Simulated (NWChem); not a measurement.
Si2NH3F4; SMILES F[SiH](F)N[SiH](F)F

```xyz
10

Si    -1.4436     0.4081     0.0098
F     -2.5411     0.4372    -1.1703
F     -2.1146    -0.4287     1.2116
N     -0.0695    -0.4040    -0.6322
Si     1.5448    -0.3444    -0.0655
F      1.4640     0.4289     1.3470
F      2.4888     0.5400    -1.0249
H     -1.1542     1.7646     0.4959
H     -0.2656    -1.0069    -1.4293
H      2.1887    -1.6607     0.0839
```
Atoms are numbered in this order, from 1.

Level: PBE0/def2-SVP (NWChem), optimised geometry, unscaled harmonic frequencies. 

Task: List the harmonic frequencies with IR intensities, and the thermochemistry.

Result: 
```tsv
frequency (cm⁻¹)	IR intensity (km/mol)
17	3.6
37	1.0
100	5.3
199	10.2
214	1.1
298	40.0
343	17.5
353	8.7
395	25.1
478	149.5
700	39.3
811	12.1
824	47.4
853	52.8
861	15.1
885	274.6
929	95.9
969	97.0
982	116.7
993	415.1
1200	402.9
2351	105.3
2370	72.9
3611	81.3
```

```yaml
zero_point_energy: 29.7 kcal/mol
thermal correction to the enthalpy at 298.15 K (with zero-point energy): 35.8 kcal/mol
heat capacity Cv: 28.7 cal/(mol K)
entropy at 298.15 K and 1 atm (symmetry number 1): 97.2 cal/(mol K)
dipole_moment: 1.84 D
```

Rigid rotor and harmonic oscillator; modes under 100 cm⁻¹ make the entropy uncertain.
